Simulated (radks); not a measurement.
All-electron atom: the dysprosium ion Dy25+ in [Kr] 4d5. Method: Dirac Kohn-Sham, PBE, spin-unpolarised, spherical densities, point nucleus; open shells are shared between the two j in proportion to 2j + 1; computed with a radial shooting solver on a logarithmic mesh with Libxc functionals.

Normalised radial functions P(r) = r R(r) (large component), r in bohr:

```
   r/bohr * 3d3/2, o 4p3/2, + 4d5/2 (the largest magnitude, 2.23, reaches the edge; | marks zero, & curves that meet)
0.0009887                             &
 0.001463                             &
 0.002148                             &
 0.003179                             &
 0.004705                             &
 0.006963                             &o
  0.01031                             & o
  0.01525                             &  o
  0.02257                             |&   o
   0.0334                             | +*   o
  0.04943                             |   +  *o
  0.07316                             |    o +     *
   0.1074                          o  |          +         *
    0.159                  o          |          +               *
   0.2352                      o      | +                     *
   0.3482                 +           |          o*
   0.5152          +                  |  *                o
   0.7625                  +          *         o
    1.128                           + * o
     1.67                             &
    2.472                             &
```

3d3/2: eigenvalue -2099.7 eV, 0 radial nodes, <r> = 0.208 bohr, 90 % of the charge inside 0.324 bohr. 4p3/2: eigenvalue -989.18 eV, 2 radial nodes at r = 0.0938, 0.278 bohr, <r> = 0.518 bohr, 90 % of the charge inside 0.742 bohr. 4d5/2: eigenvalue -851.38 eV, 1 radial node at r = 0.252 bohr, <r> = 0.525 bohr, 90 % of the charge inside 0.766 bohr.
